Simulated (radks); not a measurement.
The numbers below are computed, except where a source is named.
Ionisation of Bi+, [Hg] 6p2, to Bi2+, [Hg] 6p1, under several functionals. Dirac Kohn-Sham, spin-unpolarised, spherical densities, finite nucleus; open shells fill j = l - 1/2 first; a radial shooting solver on a logarithmic mesh with Libxc functionals.

[
 {"functional": "B86b exchange with PBE correlation", "E(Bi+) (hartree)": "-21576.1617", "Exc (hartree)": "-399.8301", "IE (eV)": "16.681", "-e(HOMO) (eV)": "12.567", "<r> HOMO (bohr)": "2.599", "IE error (eV)": "-0.022"},
 {"functional": "exchange-only PBE", "E(Bi+) (hartree)": "-21569.6439", "Exc (hartree)": "-393.2417", "IE (eV)": "15.797", "-e(HOMO) (eV)": "11.695", "<r> HOMO (bohr)": "2.651", "IE error (eV)": "-0.906"},
 {"functional": "LDA (Slater exchange, Perdew-Zunger correlation)", "E(Bi+) (hartree)": "-21563.1823", "Exc (hartree)": "-386.7357", "IE (eV)": "17.001", "-e(HOMO) (eV)": "12.850", "<r> HOMO (bohr)": "2.586", "IE error (eV)": "+0.298"},
 {"functional": "PBEsol", "E(Bi+) (hartree)": "-21568.9573", "Exc (hartree)": "-392.5581", "IE (eV)": "16.713", "-e(HOMO) (eV)": "12.597", "<r> HOMO (bohr)": "2.588", "IE error (eV)": "+0.010"},
 {"functional": "HCTH/407", "E(Bi+) (hartree)": "-21586.6656", "Exc (hartree)": "-410.7242", "IE (eV)": "16.764", "-e(HOMO) (eV)": "12.653", "<r> HOMO (bohr)": "2.598", "IE error (eV)": "+0.061"}
]

NIST Atomic Spectra Database: 16.703 eV (measured). Closest: PBEsol. The Delta-SCF values span 1.20 eV, the total energies 23.48 hartree. The highest occupied level is 6p1/2. Spin polarisation and multiplet splitting are left out, so open shells lie too high by an amount that depends on their filling.

Beside tabulated values, note that spin-unpolarised runs miss the spin-polarisation part of the exchange energy of open shells.
